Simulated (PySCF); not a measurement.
AlCl2HO, SMILES [OH][Al]([Cl])[Cl].

The structure is a stationary point at PBE0-D3(BJ)/def2-SVP. A frequency run showed that this geometry is not a minimum. The values are those of a single conformer.

All values below come from IEF-PCM-B3LYP/def2-SVP (PySCF 2.14.0).

The values are the electrostatic part of the solvation free energy, E(continuum) − E(gas) at the gas-phase geometry, in a cavity of scaled van der Waals radii (PySCF's table); cavitation and dispersion terms are not included. A continuum can't describe solvent molecules that bind to the metal. In vacuum the orbital gap is 7.55 eV. The dipole moment in vacuum is 2.40 D.

| solvent | ε | ΔG(elec) (kcal/mol) | dipole (D) | gap (eV) |
|---|---|---|---|---|
| water | 78.36 | -6.3 | 2.87 | 7.84 |
| N,N-dimethylformamide | 37.22 | -6.1 | 2.86 | 7.83 |
| dichloromethane | 8.93 | -5.3 | 2.80 | 7.80 |
